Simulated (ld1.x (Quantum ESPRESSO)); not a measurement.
Results of a calculation; reference values are marked as such.
Potentials for Be compared

Generated with ld1.x 7.5 (TM, RRKJ, ultrasoft, PAW), atompaw 4.2 or ONCVPSP 4.0.1. The cutoff is in Ry: for ld1.x and atompaw files where the sum of valence levels is converged to 10 mRy in a Bessel basis, for ONCV files where the hardest occupied wave has 1 mHa per electron of residual kinetic energy. The error is the largest all-electron minus pseudo excitation energy over each file’s own four to seven test configurations (ionisations up to +4, promotions, holes and added fractions of an electron), all of which were solved. The labels leave out finer settings (local radius, basis sizes, second energies), which also bear on the numbers. Spin-polarised tests are not counted. The rows are a selection from randomly drawn settings: files with unsolved tests, undetermined cutoffs or missed reference levels are left out.

A true bound ghost makes a file unfit for plane-wave use even where its test errors are small: the radial tests pick states by their node count and pass the ghost by.

```tsv
potential	cutoff (Ry)	largest error (meV)	bound ghosts
PAW, LDA (PZ), scalar-relativistic, rc 2.00/4.40/3.45 (spd), local smoothed, core correction yes, reference 2s2 2p0	6	-4.7	none
ultrasoft, PBE, scalar-relativistic, rc 1.85/4.55/3.55 (spd), local smoothed, core correction no, reference 2s1 2p0	6	+208	none
ultrasoft, PBE, scalar-relativistic, rc 1.60/4.40/4.20 (spd), local smoothed, core correction yes, reference 2s2 2p0	10	-381	p
ultrasoft, PBE, scalar-relativistic, rc 2.30/3.80 (sp), local smoothed, core correction no, reference 2s2 2p0	6	+1199	none
TM, LDA (PZ), scalar-relativistic, rc 1.25/3.15/2.50 (spd), local d, core correction yes, reference 2s1.75 2p0	35	-45	none
PAW, PBE, scalar-relativistic, rc 0.80/4.65/4.25 (spd), local smoothed, core correction no, reference 1s2 2s1 2p0	120	-344	none
```

(1) Fill in the row for Be: TM, PBEsol, scalar-relativistic, rc 2.15/4.20 (sp), local smoothed, core correction yes, reference 2s2 2p0.

(2) Fill in the row for Be: TM, LDA (PZ), scalar-relativistic, rc 1.65/4.20/4.00 (spd), local s, core correction no, reference 2s1 2p1.

## Answers

(1) cutoff 8 Ry, largest error -200 meV, bound ghosts: none.

(2) cutoff 8 Ry, largest error +85 meV, bound ghosts: none.
